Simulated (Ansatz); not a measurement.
The lowest singlet and triplet of OH (SMILES [OH+]); geometries from B3LYP-D3(BJ)/def2-TZVP, each state relaxed from the structure named, with no frequency check, low spin by broken symmetry.
Singlet at the triplet's geometry (charge 1, multiplicity 1):
```xyz
2

O      0.00000     0.00000    -0.11563
H      0.00000     0.00000     0.92500
```

A positive gap puts the triplet lower; no zero-point energy. R- takes a restricted singlet, here one determinant of a half-filled degenerate or near-degenerate pair, which mixes singlet states. U- takes an unrestricted singlet (broken symmetry where lower, unprojected). The triplet is unrestricted in single-reference levels. Active spaces average the two states.

Correlated levels freeze the cores.

Codes used: Ansatz (a program for electronic structure) with Gaussian orbitals. Values without a source in brackets are computed.

Problem. One of these levels gives 50.52 kcal/mol for the gap E(singlet) − E(triplet), vertical, at the triplet's geometry. Name it.
(A) R-B3LYP/def2-TZVPP
(B) FIC-NEVPT4(SD) on SA-CASSCF(6,5)/cc-pVQZ
(C) SA-CASSCF(6,5)/cc-pVQZ
(D) U-PBE/def2-TZVPP (spin-contaminated)

Solution. B, FIC-NEVPT4(SD) on SA-CASSCF(6,5)/cc-pVQZ. The others give 17.97 (U-PBE/def2-TZVPP (spin-contaminated)), 69.25 (R-B3LYP/def2-TZVPP), 57.28 (SA-CASSCF(6,5)/cc-pVQZ)

Doubts at one or more of the structures used: a restricted determinant that unrestricted orbitals would lower (R-B3LYP/def2-TZVPP).
